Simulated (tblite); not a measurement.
C5H11PSi.
Structure used (GFN2-xTB), in Å, numbered top down from 1:
```
atom  x, y, z in Å
C1    -2.1446   -1.0447   -0.3388
C2    -1.0398   -0.0556   -0.1705
C3    -0.4545    0.6374   -1.1354
C4     0.6153    1.6016   -0.7291
P5     1.0705    1.1485    1.0272
Si6    2.3767   -0.6101    0.5561
C7    -0.5439    0.2300    1.2205
H8    -3.0081   -0.7497    0.2572
H9    -2.4447   -1.1172   -1.3811
H10   -1.8248   -2.0286    0.0052
H11   -0.7268    0.5656   -2.1772
H12    0.2361    2.6303   -0.7546
H13    1.4922    1.5637   -1.3801
H14    2.5958   -1.3329    1.8101
H15    3.6378   -0.0753    0.0405
H16    1.8264   -1.5468   -0.4296
H17   -0.4100   -0.6759    1.8166
H18   -1.2624    0.8660    1.7515
```

Method: GFN2-xTB as coded in tblite; computed harmonic values from a numerical Hessian at the method's own geometry, unscaled. Against measured fundamentals such values can be off by several per cent, at times by over 20. Modes of hydrogen on silicon can be 10 to 20 % off. One conformer, not necessarily the lowest.

Harmonic wavenumbers (cm⁻¹): 75.6, 83.9, 125.7, 157.9, 197.0, 247.5, 309.5, 406.1, 418.6, 471.7, 493.0, 513.9, 590.0, 714.6, 747.7, 750.5, 762.6, 768.5, 801.6, 830.0, 859.7, 885.2, 982.9, 1009.3, 1048.2, 1083.3, 1106.2, 1160.5, 1205.3, 1221.7, 1284.3, 1400.9, 1443.2, 1447.1, 1477.3, 1482.8, 1732.7, 2224.5, 2247.8, 2257.9, 2898.4, 2902.1, 2950.4, 2953.0, 2994.7, 3010.3, 3042.5, 3082.4.

A = 2707, B = 1303, C = 1183 MHz; mass 130.037 u (most abundant isotopes); point group C1, symmetry number 1.

Zero-point energy?

Half the sum of the wavenumbers: 30430 cm⁻¹ = 364.02 kJ/mol.

Entropy at 273.15 K, 1 bar (ideal gas, RRHO, classical rotation)?

Translation 167.74, rotation 119.13, vibration 96.70: S = 383.6 J/(mol K).

And Cp and H(273.15 K) − H(0)?

Cp = 146.71 J/(mol K), of which vibrations give 113.46 (their classical limit is 48 R = 399.1); H(273.15 K) − H(0) = 23.89 kJ/mol without the zero-point energy, 14.81 from vibrations.

Blend soft modes into free rotors: weight 1/[1 + (100 cm⁻¹/ν̃)⁴] for the oscillator and the rest for a rotor with moment μB/(μ + B), μ = h/(8π²ν), B = 10⁻⁴⁴ kg m². What vibrational entropy results?

92.00 J/(mol K) in place of 96.70, which changes −T·S at 273.15 K by +1.28 kJ/mol.

Which modes carry the vibrational entropy at 273.15 K?

75.6 cm⁻¹: 16.02; 83.9 cm⁻¹: 15.17; 125.7 cm⁻¹: 11.89; 157.9 cm⁻¹: 10.08; 197.0 cm⁻¹: 8.37; 247.5 cm⁻¹: 6.67 J/(mol K); the other 42 give 28.48 together.

How do the functions run with temperature in this model?

```csv
T (K),S (J/(mol K)),Cp (J/(mol K)),H − H(0) (kJ/mol),G − H(0) (kJ/mol),ln q(vib)
50,238.3,50.5,1.95,-9.96,0.26
100,280.3,72.5,5.05,-22.99,1.16
298.15,396.9,157.6,27.70,-90.64,5.71
373.15,435.6,188.1,40.68,-121.87,7.53
500,496.9,231.2,67.39,-181.07,10.63
750,602.8,290.6,133.17,-318.92,16.60
1000,692.1,329.5,211.01,-481.09,22.17
```

q(vib) and H(0) count from the zero-point level.

What must be added to the electronic energy to get the Gibbs energy at 273.15 K and 1 bar?

ZPE + [H(273.15 K) − H(0)] − T·S = 364.02 + 23.89 − 104.77 = 283.14 kJ/mol.

Hindered rotation and anharmonicity are outside this model. Other conformers, if any are populated, would add a mixing term that is left out. The structure is chiral; the term R ln 2 for an equal mix with its mirror image is left out.
